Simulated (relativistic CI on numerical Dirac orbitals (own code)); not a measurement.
**Electric-dipole transitions in Cr4+**

Method of calculation: Dirac-Coulomb-Breit CI, orbitals from a KLI potential per configuration, a model potential for QED, valence Slater integrals scaled by 0.85, P86 correlation estimate, and configurations built on the next ion tied to the tabulated ionisation energy (semi-empirical) (own radial code, finite nucleus).

CI space (outside the closed core [Ne]): 3s2 3p6 3d2, 3s2 3p6 3d 4s, 3s2 3p6 3d 4p, 3s2 3p6 3d 4d, 3s2 3p6 3d 5s, 3s2 3p6 3d 4f, 3s2 3p5 3d3, 3s2 3p4 3d4, 3s2 3p6 3d 5p, 3s2 3p6 4s2, 3s 3p6 3d3, 3s2 3p6 3d 5d, 3s2 3p6 4s 4p, 3s2 3p6 3d 5f, 3s2 3p6 3d 5g, 3s2 3p6 4p2, 3s2 3p6 4s 4d, 3s2 3p5 3d2 4s, 3s2 3p6 4p 4d, 3s2 3p5 3d2 4p, 3p6 3d4. Levels of other configurations are missing.

```csv
λ vac (nm),Lower,Upper,A (s⁻¹),log gf,S velocity/length
21.706,3s2 3p6 3d2 3F_4 [3],3s2 3p6 3d 5f 3G°_5 [231],1.13e+11,0.94,0.98
21.728,3s2 3p6 3d2 3F_3 [2],3s2 3p6 3d 5f 3G°_4 [230],1.06e+11,0.83,0.98
21.751,3s2 3p6 3d2 3F_2 [1],3s2 3p6 3d 5f 3G°_3 [229],1.00e+11,0.70,0.98
26.115,3s2 3p6 3d2 3F_2 [1],3s2 3p6 3d 4f 3G°_3 [85],7.80e+09,-0.25,0.75
26.127,3s2 3p6 3d2 3F_4 [3],3s2 3p6 3d 4f 3G°_5 [94],8.52e+09,-0.02,0.76
27.303,3s2 3p6 3d2 1G_4 [8],3s2 3p6 3d 4f 1H°_5 [115],1.36e+10,0.22,0.82
42.772,3s2 3p6 3d2 3F_4 [3],3s2 3p6 3d 4p 3F°_4 [20],2.21e+09,-0.26,0.84
43.247,3s2 3p6 3d2 3F_4 [3],3s2 3p6 3d 4p 3D°_3 [17],5.11e+09,0.00,0.82
43.247,3s2 3p6 3d2 3F_2 [1],3s2 3p6 3d 4p 3D°_1 [15],6.19e+09,-0.28,0.82
43.248,3s2 3p6 3d2 3F_3 [2],3s2 3p6 3d 4p 3D°_2 [16],5.05e+09,-0.15,0.82
45.604,3s2 3p6 3d2 1G_4 [8],3s2 3p6 3d 4p 1F°_3 [24],7.95e+09,0.24,0.81
97.996,3s2 3p6 3d 4p 1D°_2 [14],3s2 3p6 3d 4d 1D_2 [38],2.15e+09,0.19,0.64
103.34,3s2 3p6 3d 4p 3D°_1 [15],3s2 3p6 3d 4d 3F_2 [35],2.35e+09,0.27,0.70
103.47,3s2 3p6 3d 4p 3D°_2 [16],3s2 3p6 3d 4d 3F_3 [36],2.31e+09,0.41,0.70
103.70,3s2 3p6 3d 4p 3D°_3 [17],3s2 3p6 3d 4d 3F_4 [37],2.58e+09,0.57,0.70
105.28,3s2 3p6 3d 4p 3P°_2 [23],3s2 3p6 3d 4d 3P_2 [41],2.29e+09,0.28,0.66
106.53,3s2 3p6 3d 4p 3F°_4 [20],3s2 3p6 3d 4d 3F_4 [37],1.28e+09,0.29,0.62
106.86,3s2 3p6 3d 4p 1F°_3 [24],3s2 3p6 3d 4d 1G_4 [42],4.06e+09,0.80,0.76
112.02,3s2 3p6 3d 4p 1D°_2 [14],3s2 3p6 3d 4d 1F_3 [26],2.19e+09,0.46,0.78
113.07,3s2 3p6 3d 4p 3D°_3 [17],3s2 3p6 3d 4d 3D_3 [29],1.43e+09,0.28,0.74
113.28,3s2 3p6 3d 4p 3F°_2 [18],3s2 3p6 3d 4d 3G_3 [30],2.93e+09,0.60,0.81
113.72,3s2 3p6 3d 4p 3F°_3 [19],3s2 3p6 3d 4d 3G_4 [32],2.98e+09,0.72,0.81
114.38,3s2 3p6 3d 4p 3F°_4 [20],3s2 3p6 3d 4d 3G_5 [33],3.22e+09,0.84,0.81
120.92,3s2 3p6 3d 4p 3P°_2 [23],3s2 3p6 3d 4d 3D_3 [29],1.05e+09,0.21,0.78
148.44,3s2 3p6 3d 4f 3G°_5 [94],3s2 3p6 3d 5g 3H_6 [215],1.54e+09,0.82,1.01
148.63,3s2 3p6 3d 4f 3G°_3 [85],3s2 3p6 3d 5g 3H_4 [204],2.06e+09,0.79,1.01
149.40,3s2 3p6 3d 4s 1D_2 [13],3s2 3p6 3d 4p 1F°_3 [24],8.74e+08,0.31,1.09
153.65,3s2 3p6 3d 4f 3H°_6 [108],3s2 3p6 3d 5g 3I_7 [218],2.60e+09,1.14,1.01
154.62,3s2 3p6 3d 4s 3D_3 [12],3s2 3p6 3d 4p 3F°_4 [20],7.92e+08,0.41,1.05
154.94,3s2 3p6 3d 4d 3G_4 [32],3s2 3p6 3d 4f 3H°_5 [105],1.77e+09,0.85,0.94
155.77,3s2 3p6 3d 4s 3D_2 [11],3s2 3p6 3d 4p 3F°_3 [19],7.50e+08,0.28,1.04
155.82,3s2 3p6 3d 4d 3G_5 [33],3s2 3p6 3d 4f 3H°_6 [108],1.98e+09,0.97,0.95
156.65,3s2 3p6 3d 4f 1H°_5 [115],3s2 3p6 3d 5g 1I_6 [221],1.52e+09,0.86,0.98
158.43,3s2 3p6 3d 4d 1P_1 [31],3s2 3p6 3d 4f 1D°_2 [101],1.05e+09,0.29,0.95
161.00,3s2 3p6 3d 4s 3D_3 [12],3s2 3p6 3d 4p 3D°_3 [17],6.96e+08,0.28,0.89
161.96,3s2 3p6 3d 4d 3G_5 [33],3s2 3p6 3d 5p 3F°_4 [96],5.29e+08,0.27,1.11
181.54,3s2 3p6 3d 4d 3F_4 [37],3s2 3p6 3d 4f 3G°_5 [94],8.67e+08,0.67,1.14
182.09,3s2 3p6 3d 4d 3F_2 [35],3s2 3p6 3d 4f 3G°_3 [85],8.54e+08,0.47,1.14
184.20,3s2 3p6 3d 4d 3F_3 [36],3s2 3p6 3d 4f 3G°_4 [84],4.55e+08,0.32,1.17
187.30,3s2 3p6 3d 4d 1G_4 [42],3s2 3p6 3d 4f 1H°_5 [115],1.09e+09,0.80,1.08
250.54,3s2 3p6 3d 5p 1F°_3 [106],3s2 3p6 3d 5d 1G_4 [176],6.80e+08,0.76,1.01
267.25,3s2 3p6 3d 5p 3F°_2 [86],3s2 3p6 3d 5d 3G_3 [162],6.57e+08,0.69,0.94
269.03,3s2 3p6 3d 5p 3F°_4 [96],3s2 3p6 3d 5d 3G_5 [166],5.52e+08,0.82,0.94
360.24,3s2 3p6 3d 5d 3G_4 [164],3s2 3p6 3d 5f 3H°_5 [198],4.71e+08,1.00,0.95
362.53,3s2 3p6 3d 5d 3G_5 [166],3s2 3p6 3d 5f 3H°_6 [199],5.25e+08,1.13,0.96
```

Terms are leading LS components. Brackets give the number of a level in order of energy, since labels repeat. The list gives strong lines, with weight on those to low levels, without configurations that were not tied to measured data, among the lowest 300 of 1135 levels, so that lines to higher ones, which can be the strongest, are missing. Levels whose partners in the same complex of configurations lie outside the list can be far off, and so can their lines. Rates are taken at the computed energies, electric ones in the length gauge. A velocity-to-length ratio far from 1 marks an uncertain rate.

Configurations that consist of the next ion and one excited electron were tied to the tabulated ionisation energy; Rydberg ones are usually within 1,000 to 3,000 cm⁻¹ and the lowest ones within about 6,000 (9,000 in d shells), while levels on excited terms of the next ion carry the error of that term, and the other configurations can be misplaced by 10,000 cm⁻¹ or more. Rates follow the energies as ν³ (E1, M1) or ν⁵ (E2), so rates, branching and lifetimes can be off by large factors. 45 of the 45 excited levels that our extract of the measured tables holds in this range could be paired (the sources list more); they are missed by 2352 cm⁻¹ on average and 5695 at most, and levels without a partner can miss by more.
